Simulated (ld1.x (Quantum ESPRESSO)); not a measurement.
## Transferability test, TM semilocal potential for thulium (Tm)

ld1.x (Quantum ESPRESSO) 7.5 input, shortened:

```
&input
   title='Tm', zed=69., rel=1, dft='PBE', iswitch=3,
   config='[Xe] 4f13 5d0 6s1.5 6p0.5'
 /
 &inputp
   pseudotype=1, tm=.true., lloc=1,
   nlcc=.false.
 /
4
6S  1  0   1.50   0.00  2.75  2.75  0.0
5D  3  2   0.00   0.00  3.40  3.40  0.0
4F  4  3  13.00   0.00  0.80  0.80  0.0
6P  2  1   0.50   0.00  4.05  4.05  0.0
 &test
   configts(1)='4f13 5d0 6s1.5 6p0.5'
 /
```

Energies are relative to the spin-unpolarised reference configuration 4f13 5d0 6s1.5 6p0.5; without spin polarisation the order of configurations can differ from experiment. Not all tests gave a result: 1 of 7 tests not solved or not reliable. Left out of the table: 4f14 5d0 6s0 6p0 (pseudo-atom not self-consistent, printed error -1867 eV).

```json
{"valence configuration": "4f13 5d0 6s1 6p0", "charge": "+1", "ΔE all-electron (eV)": "5.055", "error AE − PS (meV)": "+11"}
{"valence configuration": "4f13 5d0 6s0 6p0", "charge": "+2", "ΔE all-electron (eV)": "17.154", "error AE − PS (meV)": "+253"}
{"valence configuration": "4f13 5d0 6s1.5 6p0", "charge": "+0.5", "ΔE all-electron (eV)": "1.164", "error AE − PS (meV)": "+0.2"}
{"valence configuration": "4f13 5d0 6s0 6p2", "charge": "0", "ΔE all-electron (eV)": "4.502", "error AE − PS (meV)": "+43"}
```

(1) What are ΔE and the potential's error for 4f13 5d0 6s1 6p1?

(2) What are ΔE and the potential's error for 4f13 5d0 6s2 6p0?

A Bessel basis up to 400 Ry misses an occupied level by 0.04 Ry, so cutoffs and ghosts were not judged.

Results:

(1) ΔE = 1.455 eV all-electron; the error (AE − PS) is +4.0 meV.

(2) ΔE = -1.402 eV all-electron; the error (AE − PS) is +2.9 meV.
